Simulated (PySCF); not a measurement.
Ionisation energy of Cr⁺ by level of theory

Cr⁺ [Ar] 3d5 (6S) → Cr²⁺ [Ar] 3d4 (5D), as a difference of total energies. Computed with PySCF 2.14 in x2c-SVPall (5s3p3d1f, 36 functions), with the spin-free X2C one-electron Hamiltonian (Gaussian nucleus). Correlated levels: valence: [Ar] frozen. The calculations carry no spin-orbit coupling.

```csv
method,ionisation energy (eV)
UHF,14.938
LDA,17.564
BP86,17.237
MP2 (valence),15.708
SCS-MP2 (valence),15.195
```

Problem. How much does correlation contribute at MP2 (valence)?

Solution. 15.708 − (14.938) = 0.770 eV, measured against UHF.

The reference lies between the lowest fine-structure levels, while these numbers refer to the centres of the terms.

Errors of the correlated levels include the incompleteness of this basis and the frozen core.

For comparison: 16.486 eV (measured; NIST Atomic Spectra Database, ionization energies).
